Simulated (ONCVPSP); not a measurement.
**How hard is this K (Z = 19) ONCV potential?**

```
Element                 : K (Z = 19)
Generator               : ONCVPSP 4.0.1
Type                    : optimised norm-conserving Vanderbilt (ONCV)
Functional              : PBE
Relativity              : non-relativistic
Frozen core             : [Ne]
Valence charge          : 9
Reference configuration : 3s2 3p6 3d0.5 4s0.5
Partial waves           : 3s+4s: rc 2.20 bohr, ncon 3, nbas 8, qcut 5.9 1/bohr, 3 projectors, debl 0.8 Ha; 3p: rc 2.00 bohr, ncon 5, nbas 9, qcut 7 1/bohr, 2 projectors, debl 2 Ha; 3d: rc 4.00 bohr, ncon 3, nbas 6, qcut 2.7 1/bohr, 3 projectors, debl 3.2 Ha
Local potential         : polynomial inside 1.45 bohr (lpopt 3, dvloc0 0 Ha)
Core correction         : polynomial model core, fcfact 0.55
```

Problem. For each optimised wave give the share of its norm inside rc, the residual kinetic energy above qcut (Ha) and the cutoffs (Ha) for errors of 10, 1, 0.1 and 0.01 mHa per electron.

Solution.

| wave | norm inside rc | residual KE | 10 mHa | 1 mHa | 0.1 mHa | 0.01 mHa |
| --- | --- | --- | --- | --- | --- | --- |
| 3s | 0.953 | 9.2e-08 | 3.3 | 8.3 | 11.5 | 13.8 |
| 4s | 0.040 | 7.5e-08 | 2.1 | 3.9 | 10.1 | 13.0 |
| s projector 3 | 0.126 | 4.6e-07 | 3.1 | 9.2 | 12.8 | 15.1 |
| 3p | 0.841 | 1.8e-07 | 8.8 | 12.0 | 14.7 | 16.9 |
| p projector 2 | 0.116 | 3.4e-07 | 8.5 | 11.6 | 14.2 | 16.4 |
| 3d | 0.136 | 1.1e-04 | 1.8 | 2.8 | 4.2 | 85.1 |
| d projector 2 | 0.228 | 7.1e-02 | 4.9 | 7.4 | 11.1 | 19.2 |
| d projector 3 | 0.158 | 1.1e+00 | 20.6 | 45.2 | 98.0 | not reached |

The occupied waves need 12 Ha and 15 Ha for 1 and 0.1 mHa. The cutoffs count occupied waves only; projector 3 of the d channel, the hardest unoccupied one, needs 45 Ha at the loose tolerance. Note: no bound ghost flagged; GHOST(+) flagged for d at 80.3 eV. 1 of 4 tests not solved or not reliable.
